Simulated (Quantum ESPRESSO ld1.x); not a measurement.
Results of a calculation; reference values are marked as such.
The ruthenium ion Ru2+, 42 electrons, occupied as [Ar] 3d10 4s1 4p6 4d6 5d1 (not the ground configuration). Code: ld1.x of Quantum ESPRESSO 7.5. Model: Dirac Kohn-Sham, PBE, spin-unpolarised, spherical densities, point nucleus; open shells fill j = l - 1/2 first.

Normalised radial functions P(r) = r R(r) (large component), r in bohr:

```
   r/bohr * 4d5/2 (the largest magnitude, 0.879, reaches the edge; | marks zero)
 0.005927                             *
 0.008033                             *
   0.0108                             *
  0.01464                             *
  0.01968                             *
  0.02667                             *
  0.03586                             |*
   0.0486                             |*
  0.06534                             | *
  0.08855                             |    *
   0.1191                             |      *
   0.1613                             |          *
   0.2169                             |            *
    0.294                             |            *
   0.3953                             |      *
   0.5357                         *   |
   0.7202            *                |
   0.9761   *                         |
    1.312  *                          |
    1.779        *                    |
    2.391                 *           |
    3.241                        *    |
    4.357                            *|
    5.905                             *
    7.939                             *
    10.76                             *
    14.47                             *
```

4d5/2: eigenvalue -31.919 eV, 1 radial node at r = 0.483 bohr, <r> = 1.43 bohr, 90 % of the charge inside 2.21 bohr.
